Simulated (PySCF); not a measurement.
# [AsS3]-, singlet: computed properties

These are results of PBE0/[As def2-SVPD, S def2-SVPD], no relativity, density fitting, PySCF, not measurements.

The structure is a minimum.

Z-matrix (Å, degrees; charge -1 multiplicity 1):
```
As
S  1 2.0776
S  1 2.0776 2 120.00
S  1 2.0776 2 120.00 3 180.00
```

```json
{
 "Point group": "D3h",
 "Bond lengths": "As–S 2.078 Å (×3)",
 "Bond angles": "S–As–S 120.0° (×3)",
 "Entropy at 298.15 K and 1 bar": "313.6 J/(mol K)",
 "Zero-point energy": "12.2 kJ/mol",
 "Principal polarisabilities": "75.3, 138.1, 138.1 bohr³",
 "Enthalpy at 298.15 K above 0 K": "16.36 kJ/mol",
 "Rotational constants": "0.08144, 0.08144, 0.04072 cm⁻¹",
 "Highest occupied level": "-2.34 eV",
 "Lowest empty level": "1.63 eV",
 "Dipole moment about the centre of mass": "0.00 D",
 "Rotational symmetry number": "6",
 "Principal quadrupole moments (Buckingham, traceless) about the centre of mass": "-6.73, -6.73, 13.45 D Å",
 "Heat capacity Cp at 298.15 K": "72.3 J/(mol K)"
}
```

Harmonic modes (masses in u: As 74.922, S 31.972):
| symmetry | ω (cm⁻¹) | IR (km/mol, summed over degenerate members) | type |
| --- | --- | --- | --- |
| a2'' | 173 | 3.8 | bend |
| e' | 182 | 7.7 | bend |
| a1' | 446 | 0.0 | stretch |
| e' | 531 | 287 | stretch |

In D3h the vibrations span a2'' + 2e' + a1'. The a1' mode carries no infrared intensity, as symmetry demands.

Charges (e); Mulliken and Löwdin values are unreliable with diffuse functions:
| atom | Mulliken | Löwdin | polar tensor | Mayer order to As1 |
| --- | --- | --- | --- | --- |
| As1 | 0.96 | -0.24 | 1.24 | – |
| S2,3,4 | -0.65 | -0.25 | -0.75 | 1.43 |

Mulliken populations on As1: s 7.28, p 14.42, d 10.34.

Outer orbital energies (eV). occupied: -6.25, -6.25, -5.37, -3.23, -3.23, -3.01, -3.01, -2.34; empty: 1.63, 2.31, 4.27, 4.27.

Counting electrons, arsenic keeps none of its valence electrons outside its bonds, so the VSEPR class is AX3 and the expected shape is trigonal planar (D3h), as computed.

This need not be the most stable arrangement of these atoms. The lowest empty level of this anion is unbound, so it and the gap depend on the basis.

The final relaxation and frequency run took 48 s on 2 threads of a shared Arm Neoverse N1 host, with 119 basis functions and 6 gradients; the process peaked at 1.3 GiB. Launch command: `OMP_NUM_THREADS=2 python axn.py task.json out`.
